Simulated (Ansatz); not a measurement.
Consider the silylene formation by 1,1-elimination: `O[SiH](O)O[SiH3]` → `OO` + `[SiH]O[SiH3]`.

Program: Ansatz. Geometries: PBE0-D4/def2-TZVP. ΔE: electronic, gas phase. CCSD(T)/CBS is the MP2 limit (def2-TZVPP, def2-QZVPP) plus CCSD(T) − MP2 in def2-TZVPP, frozen cores. This one scheme is used for every species. DFT in def2-TZVPP. B3LYP here is the variant with VWN-RPA as its local correlation; programs differ in this. Each species was taken in one conformer, which may not be the lowest.

`O[SiH](O)O[SiH3]`:

Cartesian coordinates in Å:
```
O -0.912 0.884 -2.077
Si -0.859 0.639 -0.465
O -1.641 -0.723 0.003
O 0.666 0.434 0.047
Si 1.592 -0.441 1.079
H -0.467 0.257 -2.649
H -1.461 1.850 0.118
H -2.570 -0.806 -0.217
H 0.972 -0.488 2.428
H 2.917 0.220 1.166
H 1.764 -1.825 0.568
```

`OO`:

```xyz
4

O     0.005   -0.348    0.674
O     0.451    0.109   -0.600
H    -0.798   -0.824    0.430
H     0.342    1.063   -0.504
```

`[SiH]O[SiH3]`:

```xyz
7

Si    0.874    2.044   -0.374
O     0.156    0.857    0.509
Si   -0.387   -0.700    0.408
H     1.002    1.262   -1.705
H    -0.168   -1.222   -0.965
H     0.358   -1.524    1.391
H    -1.834   -0.717    0.736
```

```
        level  ΔE (eV)
       PBE-D4     7.45
      BLYP-D4     7.36
      PBE0-D4     7.84
     B3LYP-D4     7.73
     BHLYP-D4     8.17
      ωB97X-V     7.89
       revPBE     7.14
HF/def2-TZVPP     8.23
```

Problem. What does CCSD(T)/CBS give? (An estimate is asked.)

Solution. Computed: +8.02 eV. The listed levels differ from it by -0.57, -0.66, -0.18, -0.29, 0.15, -0.13, -0.88, 0.21 eV.

Problem. What do rigid-rotor, harmonic-oscillator terms from PBE0-D4/def2-TZVP frequencies (298.15 K, 1 bar) make of the CCSD(T)/CBS value? (An estimate is asked.)

Solution. The calculation gave: ΔZPE = -0.13 eV, ΔH = +7.92 eV, ΔS = 153 J/(mol·K), ΔG = +7.45 eV. Modes under 50 cm⁻¹ make the entropy rough.

Largest T1 diagnostic among the species: 0.014.

From r2SCAN to r2SCAN0 (25 % exact exchange), in def2-TZVPP and without D4, ΔE moves by +0.20 eV. Leaving LDA and LC-ωPBE aside and taking each functional with its dispersion term where it has one, the values, not all of them listed here, spread over 0.92 eV, from revPBE-D4 to r2SCAN0-D4. LDA lies +0.56 eV from PBE without D4. At CCSD(T), def2-SVP lies −0.67 eV from the extrapolated value and def2-TZVPP −0.14 eV.

CCSD(T)/CBS has its own doubt, a few kJ/mol and more with outer-core shells, so smaller differences from it don't rank the levels.
